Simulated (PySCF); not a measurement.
First SCF of a structure search on singlet Cs₂O, at a hand-made linear geometry. PySCF input:

```python
from pyscf import gto, scf, dft
mol = gto.M(atom='''
O      0.000000     0.000000     0.000000
Cs     0.000000     0.000000     2.950000
Cs     0.000000     0.000000    -2.950000''',
    basis={'O': 'def2-TZVP', 'Cs': 'def2-TZVP'},
    ecp={'Cs': 'def2-TZVP'},
    charge=0, spin=0)
mf = dft.RKS(mol, xc='PBE0')
mf.grids.atom_grid = (50, 194)
aux = {'O': 'def2-universal-JKFIT', 'Cs': 'def2-universal-JKFIT'}
mf = mf.density_fit(auxbasis=aux)
mf.conv_tol = 1e-08
mf.diis_space = 10
mf.max_cycle = 60
mf.init_guess = 'minao'
mf.verbose = 4
mf.kernel()
```

Excerpt of the output (cycles and frontier levels):

```
init E= -108.573094240505
  HOMO = -0.59788407105193  LUMO = -0.247582013067963  gap/eV = 9.53220
cycle= 1 E= -114.867497198887  delta_E= -6.29  |g|= 1.43  |ddm|= 2.57
cycle= 2 E= -106.614922307289  delta_E= 8.25  |g|= 3.12  |ddm|= 4.09
  HOMO = -0.340356114671194  LUMO = -0.0693251597006446  gap/eV = 7.37513
cycle= 3 E= -115.10990145451  delta_E= -8.49  |g|=    1  |ddm|= 3.98
  HOMO = -0.120887472633152  LUMO = -0.0433716180372828  gap/eV = 2.10931
cycle= 4 E= -115.387718769452  delta_E= -0.278  |g|= 0.383  |ddm|= 0.914
  HOMO = -0.0268819988578888  LUMO = -0.01856170445923  gap/eV = 0.22641
cycle= 5 E= -115.206356176542  delta_E= 0.181  |g|= 0.959  |ddm|= 1.19
  HOMO = -0.0561441246683222  LUMO = -0.0217162471037886  gap/eV = 0.93683
cycle= 6 E= -115.407469899023  delta_E= -0.201  |g|= 0.305  |ddm|= 0.51
  HOMO = -0.0742147145579109  LUMO = -0.0242200562696747  gap/eV = 1.36042
cycle= 7 E= -115.429312951741  delta_E= -0.0218  |g|= 0.0623  |ddm|= 0.204
  HOMO = -0.0795222482391503  LUMO = -0.0251697696024787  gap/eV = 1.47901
cycle= 8 E= -115.430211652199  delta_E= -0.000899  |g|= 0.0189  |ddm|= 0.0441
  HOMO = -0.0808700062048337  LUMO = -0.025289853748521  gap/eV = 1.51241
cycle= 9 E= -115.430294639714  delta_E= -8.3e-05  |g|= 0.000895  |ddm|= 0.0158
  HOMO = -0.0809649123602082  LUMO = -0.0252759171094129  gap/eV = 1.51537
cycle= 10 E= -115.430294823052  delta_E= -1.83e-07  |g|= 0.000474  |ddm|= 0.00199
  HOMO = -0.0808938147375912  LUMO = -0.0252600644647516  gap/eV = 1.51387
cycle= 11 E= -115.430294881766  delta_E= -5.87e-08  |g|= 0.000131  |ddm|= 0.000493
  HOMO = -0.0809003059147299  LUMO = -0.0252587537583355  gap/eV = 1.51408
cycle= 12 E= -115.430294886488  delta_E= -4.72e-09  |g|= 5.68e-06  |ddm|= 0.000255
  HOMO = -0.0809026333457865  LUMO = -0.0252587892378273  gap/eV = 1.51415
Extra cycle  E= -115.430294886301  delta_E= 1.87e-10  |g|= 2.91e-05  |ddm|= 3.4e-05
converged SCF energy = -115.430294886301
```

No lower solution of this spin was found by a stability analysis within the restricted form, which does not test spin polarisation.

The search for the lowest solution, with the stability check, took 2.6 s on 2 threads of a shared Arm Neoverse N1 host, with 89 basis functions; the process peaked at 0.3 GiB. Launch command: `OMP_NUM_THREADS=2 python axn.py task.json out`.
